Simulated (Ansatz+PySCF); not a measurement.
Results of a calculation; reference values are marked as such.
## PySCF 2.14.0 run

```python
from pyscf import gto, scf, mp

mol = gto.M(atom="""
Cr 0.000000 0.000000 0.000000
F 1.136600 0.770400 1.139000
""", basis='cc-pvtz', charge=0, spin=5)
mf = scf.UHF(mol)
mf.kernel()
pt = mp.MP2(mf, frozen=10).run()
print(mf.e_tot, pt.e_corr, pt.e_tot)
```

The script is written out from the run's settings.

Results

```json
{
  "Converged": "yes",
  "Reference energy": "-1142.88258 hartree",
  "Correlation energy": "-0.34814 hartree",
  "Total energy": "-1143.23072 hartree",
  "Spin squared of the determinant": "8.755"
}
```

Messages of the program:
```
WARN: HOMO -0.177167611636875 >= LUMO -0.235965798305886
WARN: HOMO -0.177167611636875 >= LUMO -0.235965798305886
```

Caution: large amplitudes, a single reference is doubtful; other spin multiplicities were not run.
